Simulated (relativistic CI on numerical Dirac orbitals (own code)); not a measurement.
# Slater and spin-orbit integrals, F2+

Method of calculation: Dirac-Coulomb-Breit CI, separate exchange-only KLI orbitals for each configuration, model QED, valence Slater integrals scaled by 0.85, P86 correlation energy added to each configuration (own radial code, finite nucleus).

Slater integrals F^k, G^k are unscaled and averaged over j, outside the closed core 1s2; ζ comes from projecting the Hamiltonian with its Breit term on Σ l·s of the shell.

- 2s2.2p3: F^2(2p,2p) = 103830, ζ(2p) = 368.63 cm⁻¹; <r>(2p) = 0.8921, <r^2>(2p) = 0.9952 (bohr units).
- 2s.2p4: F^2(2p,2p) = 103040, G^1(2s,2p) = 133270, ζ(2p) = 360.24 cm⁻¹; <r>(2s) = 0.9192, <r^2>(2s) = 1.006, <r>(2p) = 0.8984, <r^2>(2p) = 1.01 (bohr units).
- 2p5: ζ(2p) = 354.62 cm⁻¹; <r>(2p) = 0.9089, <r^2>(2p) = 1.037 (bohr units).

In this model ζ of a weakly bound d, f or g electron outside closed shells comes out too small, for d by up to a factor of two or three and at times with the wrong sign; that of an outer p electron is too small as well.

For a near-neutral ion this model can misplace configurations by up to about 10,000 cm⁻¹ (more where the count of f electrons changes) and terms by 10 to 25 % of their spread. Rates follow the energies as ν³ (E1, M1) or ν⁵ (E2), so they and the lifetimes can be off by large factors. The fine structure of a lone outer electron comes out too small, for d and f at times inverted, and misplaced configurations move strength between like terms. 66 of the 68 excited levels that our extract of the measured tables holds in this range could be paired (the sources list more); they are missed by 3079 cm⁻¹ on average and 23209 at most, and levels without a partner can miss by more. Some levels of the ground configuration have no partner and can miss by 10 % or more.

Averages of the first 10 configurations, taken without configuration mixing, which lowers the lowest level and can move excited configurations by several eV; other configurations of the list can lie among them:

| Configuration | Parity | States | Average energy above the lowest level (eV) |
| --- | --- | --- | --- |
| 2s2.2p3 | odd | 20 | 4.1 |
| 2s.2p4 | even | 30 | 25.6 |
| 2p5 | odd | 6 | 51.8 |
| 2s2.2p2.3s | even | 30 | 41.3 |
| 2s2.2p2.3p | odd | 90 | 45.6 |
| 2s2.2p2.3d | even | 150 | 50.0 |
| 2s2.2p2.4s | even | 30 | 53.2 |
| 2s2.2p2.4p | odd | 90 | 54.8 |
| 2s2.2p2.4d | even | 150 | 56.3 |
| 2s2.2p2.4f | odd | 210 | 56.9 |
